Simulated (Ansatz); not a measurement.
Isolated molecules relaxed with PBE0-D4/def2-TZVP in Ansatz; ΔE leaves out vibrations. CBS: MP2 limit from def2 TZ/QZ plus the TZ coupled-cluster correction, frozen cores. This one scheme is used for every species. DFT in def2-TZVPP. B3LYP here is the variant with VWN-RPA as its local correlation; programs differ in this. Each species was taken in one conformer, which may not be the lowest.

`CC(C)=CN` + `[NH2][Al]([NH2])[OH]` → `C[O][Al]([NH2])[NH2]` + `C/C=C/N`  (substitution at a C–C bond)

CCSD(T)/CBS gives +0.76 eV.

Problem. Another level gave +0.67 eV. Which?
A. SCS-MP2/def2-TZVPP
B. B3LYP/def2-TZVPP
C. B2PLYP/def2-TZVPP
D. MP2/def2-TZVPP

Solution. C. B2PLYP 0.67, SCS-MP2/def2-TZVPP 0.73, B3LYP 0.60, MP2/def2-TZVPP 0.82 eV.

Largest T1 diagnostic among the species: 0.011.

The D4 term adds +0.04 eV with B3LYP and +0.02 eV with PBE0; it sums over pairs of atoms, weighted by their polarisabilities, and B3LYP, whose exchange is more repulsive, gets the larger term. In def2-TZVPP, CCSD(T) changes the Hartree–Fock value by +0.22 eV (the triples alone add +0.03 eV) and MP2 by +0.30 eV.
